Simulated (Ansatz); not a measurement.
FH4OSi2 (`O[SiH](F)[SiH2]`) radical. The species carries charge 0 and has multiplicity 2.

```xyz
8

O     1.307   -0.559    1.132
Si   -0.201    0.013    0.859
F    -0.324    1.512    1.410
Si   -0.822    0.117   -1.387
H     2.031   -0.219    0.604
H    -1.089   -0.848    1.668
H    -0.770   -1.186   -2.104
H    -0.133    1.171   -2.182
```

What are the harmonic wavenumbers in cm⁻¹ at PBE0-D4/def2-TZVP (Ansatz, finite differences of forces, unscaled)? (An estimate is asked.)

The calculation gave: 80, 153, 206, 271, 324, 413, 464, 515, 771, 819, 834, 887, 923, 946, 2204, 2228, 2266, 3919.

Is this a minimum?

Yes, all 18 modes are real.

Give the ideal-gas thermochemistry at 298.15 K and 1 bar (rigid rotor, harmonic oscillator; point group C1, symmetry number 1).

Zero-point energy 109.0 kJ/mol; H(298) − E = 129.3 kJ/mol; entropy 343.9 J/(mol·K), of which translation 165.7, rotation 110.6, vibration 61.9, electronic 5.8; G(298) − E = 26.8 kJ/mol. Modes under 100 cm⁻¹ are hindered rotations or soft bends, so the harmonic entropy is rough.
